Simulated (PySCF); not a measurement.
Ge(OH)4 (GeH₄O₄), SMILES [Ge]([OH])([OH])([OH])[OH]. Geometry: PBE-D3(BJ)/def2-SVP. The isomer is the one that the SMILES or the coordinates give; other isomers of the formula were not compared. Other conformers were not sampled.

**Question.** Give the equilibrium geometry at PBE-D3(BJ)/def2-SVP (PySCF confirms it by a frequency run) as Cartesian coordinates in Å, and its point group. (Estimate from the structure and the level; the computed values follow.)

**Answer.** This is not unique; one that fits is point group S4.
```xyz
9

O     -1.2518     0.8583    -0.9309
Ge     0.0000     0.0000     0.0000
O      1.2518    -0.8583    -0.9309
O     -0.8583    -1.2518     0.9309
O      0.8583     1.2518     0.9309
H     -1.9821     0.2427    -1.1332
H      1.9821    -0.2427    -1.1332
H     -0.2427    -1.9821     1.1332
H      0.2427     1.9821     1.1332
```
